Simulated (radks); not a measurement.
Effect of the nuclear size on neutral lead, [Hg] 6p2. Calculated with a radial shooting solver on a logarithmic mesh with Libxc functionals: Dirac Kohn-Sham, relativistic LDA (MacDonald-Vosko exchange, VWN5 correlation), spin-unpolarised, spherical densities, finite nucleus; open shells fill j = l - 1/2 first; Fermi nuclear charge, rms radius 5.5012 fm. The rms radius is varied about that value; shifts are against it.

rms radius (fm)	total energy shift (eV)	density at nucleus (e/bohr^3)	1s1/2 shift (meV)	2s1/2 shift (meV)	5s1/2 shift (meV)	5p1/2 shift (meV)	6s1/2 shift (meV)	6p1/2 shift (meV)	7s1/2 (empty) shift (meV)
4.5715	-40.5	2.918e+06	-16000	-2430	-29.5	0.570	-2.87	0.397	-0.217
5.2812	-9.96	2.741e+06	-3940	-599	-7.26	0.139	-0.707	0.098	-0.053
5.5012	0	2.693e+06	0.000	0.000	0.000	0.000	0.000	0.000	0.000
5.9083	19.0	2.611e+06	7530	1140	13.9	-0.265	1.35	-0.187	0.102
6.3594	41.0	2.528e+06	16200	2470	29.9	-0.569	2.91	-0.402	0.220

Slopes of the eigenvalues against <r^2> in GHz/fm^2, as finite differences over the two radii next to the reference (eigenvalue slopes, not the field-shift constants of lines): 1s1/2 395000, 2s1/2 60100, 5s1/2 728, 5p1/2 -13.9, 6s1/2 70.9, 6p1/2 -9.80, 7s1/2 (empty) 5.36.
